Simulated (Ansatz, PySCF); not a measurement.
Input for Ansatz (a quantum-chemistry and plane-wave program):
Ansatz 0.2 input:
```yaml
crystal:
  periodic: [false, false, false]
  atoms:
    - {symbol: O, position_ang: [2.15820192, 0.76050271, 0.14167733]}
    - {symbol: C, position_ang: [0.99387688, 0.35022027, 0.06524404]}
    - {symbol: C, position_ang: [-0.05262365, 1.11673180, -0.58836309]}
    - {symbol: C, position_ang: [-1.33368691, 0.64846794, -0.66378078]}
    - {symbol: C, position_ang: [-1.67277158, -0.58944777, -0.10981077]}
    - {symbol: C, position_ang: [-0.70224830, -1.36588656, 0.53012977]}
    - {symbol: C, position_ang: [0.58832548, -0.92796230, 0.62352978]}
    - {symbol: H, position_ang: [0.22827234, 2.07005917, -1.01009348]}
    - {symbol: H, position_ang: [-2.09796287, 1.23438061, -1.15457634]}
    - {symbol: H, position_ang: [-2.68903715, -0.94755733, -0.17652454]}
    - {symbol: H, position_ang: [-0.98368383, -2.32028488, 0.95227855]}
    - {symbol: H, position_ang: [1.35156462, -1.51335950, 1.11380346]}
basis:
  gaussian:
    orbitals: STO-3G
hamiltonian:
  xc: {name: wB97X}
magnetization: {spin_polarized: true, initial_magnetization: 1}
accuracy: high
```

Task: Write the same job for PySCF.

Result: This is not unique; one that fits is 
```python
from pyscf import gto, scf, dft

mol = gto.Mole()
mol.atom = '''
    O     2.15820192    0.76050271    0.14167733
    C     0.99387688    0.35022027    0.06524404
    C    -0.05262365    1.11673180   -0.58836309
    C    -1.33368691    0.64846794   -0.66378078
    C    -1.67277158   -0.58944777   -0.10981077
    C    -0.70224830   -1.36588656    0.53012977
    C     0.58832548   -0.92796230    0.62352978
    H     0.22827234    2.07005917   -1.01009348
    H    -2.09796287    1.23438061   -1.15457634
    H    -2.68903715   -0.94755733   -0.17652454
    H    -0.98368383   -2.32028488    0.95227855
    H     1.35156462   -1.51335950    1.11380346
'''
mol.basis = 'sto-3g'
mol.spin = 1
mol.verbose = 3
mol.build()

mf = dft.UKS(mol)
mf.xc = 'wb97x'
mf.grids.atom_grid = (99, 590)
mf.grids.prune = None
mf.kernel()
```

Both were run: Ansatz gave -302.891429 Eh and PySCF -302.891429 Eh, 0.000 mEh apart.
